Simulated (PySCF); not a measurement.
Electron correlation in Dy(51+) (dysprosium, charge +51)

[Ne] 3s2 3p3, high-spin 4S determinant. Calculation: PySCF 2.14, in an even-tempered Gaussian basis (16 s from 12 bohr⁻², ratio 2.5; 10 p from 16 bohr⁻², ratio 2.5; 4 d from 62 bohr⁻², ratio 2.7; 4 f from 93 bohr⁻², ratio 2.7); the non-relativistic Hamiltonian (point nucleus). Frozen: 1s2; 13 electrons correlated; the 17 highest virtual orbitals of each spin left out.

```csv
level,correlation energy (mhartree)
CCSD,-527.98
(T),-0.80
CCSD(T),-528.78
```

Diagnostics: T1 = 0.00019, D1 = 0.0006, largest double amplitude 0.022.

Question: Is a single reference adequate?

Answer: Yes, within this model without spin-orbit coupling: T1 lies below 0.03 and no double amplitude reaches 0.07.

At this charge a non-relativistic calculation is a model, useful for the Z dependence of the correlation energy.

Spin-orbit coupling is strong in this species, so the high-spin LS determinant is a model state.
